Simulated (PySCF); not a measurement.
## `InChI=1S/C3H8BrNSi2/c4-3(7)2(6)1-5/h2-3H,6-7H3/t2-,3+/m1/s1`

Molfile (atoms numbered from 1):
```
C3H8BrNSi2
     RDKit          3D

 15 14  0  0  0  0  0  0  0  0999 V2000
    0.0177    1.5787   -2.1568 N   0  0  0  0  0  0  0  0  0  0  0  0
   -0.1775    1.1359   -1.1192 C   0  0  0  0  0  0  0  0  0  0  0  0
   -0.4594    0.5576    0.1577 C   0  0  1  0  0  0  0  0  0  0  0  0
   -2.3234    0.0358    0.1775 Si  0  0  0  0  0  4  0  0  0  0  0  0
    0.4834   -0.5924    0.4850 C   0  0  2  0  0  0  0  0  0  0  0  0
    2.3475   -0.2420    0.1904 Si  0  0  0  0  0  4  0  0  0  0  0  0
    0.0472   -2.1756   -0.6066 Br  0  0  0  0  0  0  0  0  0  0  0  0
   -0.2946    1.3353    0.9131 H   0  0  0  0  0  0  0  0  0  0  0  0
   -2.6799   -0.5598   -1.1014 H   0  0  0  0  0  0  0  0  0  0  0  0
   -3.0734    1.2657    0.4283 H   0  0  0  0  0  0  0  0  0  0  0  0
   -2.4534   -0.9031    1.2912 H   0  0  0  0  0  0  0  0  0  0  0  0
    0.2909   -0.9196    1.5083 H   0  0  0  0  0  0  0  0  0  0  0  0
    2.5459   -0.0600   -1.2394 H   0  0  0  0  0  0  0  0  0  0  0  0
    3.0589   -1.4111    0.6988 H   0  0  0  0  0  0  0  0  0  0  0  0
    2.6657    0.9627    0.9590 H   0  0  0  0  0  0  0  0  0  0  0  0
  1  2  3  0
  2  3  1  0
  3  4  1  0
  3  5  1  0
  5  6  1  0
  5  7  1  0
  3  8  1  1
  4  9  1  0
  4 10  1  0
  4 11  1  0
  5 12  1  1
  6 13  1  0
  6 14  1  0
  6 15  1  0
M  END
```

Level of theory: TDDFT CAM-B3LYP/def2-SVPD circular dichroism and optical rotation, one conformer, gas phase (PySCF 2.14.0). Geometry: GFN2-xTB.

The molecule is flexible and this is one conformer; a measurement averages over conformers. The calculation is non-relativistic, which matters for the atoms heavier than Zn.

Draw the ECD and absorption spectra from the lowest 16 states, each a Gaussian of half-width 0.35 eV at 1/e height.


```tsv
E (eV)	λ (nm)	Δε (L mol⁻¹ cm⁻¹)	ε (L mol⁻¹ cm⁻¹)
5.22	238	+0.10	43.6
5.32	233	+0.20	91.4
5.42	229	+0.35	164
5.52	225	+0.49	250
5.62	221	+0.54	328
5.72	217	+0.46	370
5.82	213	+0.22	362
5.92	210	-0.07	311
6.02	206	-0.31	236
6.12	203	-0.40	160
6.22	199	-0.32	100
6.32	196	-0.09	64.5
6.42	193	+0.32	60.2
6.52	190	+0.92	99.4
6.62	187	+1.61	202
6.72	185	+2.05	393
6.82	182	+1.73	690
6.92	179	+0.41	1100
7.02	177	-1.30	1600
7.12	174	-2.15	2180
7.22	172	-1.35	2840
7.32	169	+0.35	3560
7.42	167	+0.93	4290
7.52	165	-1.01	4950
7.62	163	-4.49	5450
7.72	161	-6.08	5870
7.82	159	-1.95	6440
7.92	157	+9.49	7400
8.02	155	+26.06	8760
8.12	153	+42.40	10100
8.22	151	+52.65	10900
```
Δε uses R in velocity form, ε uses f in length form. Only the states computed contribute, so the short-wavelength end is incomplete.
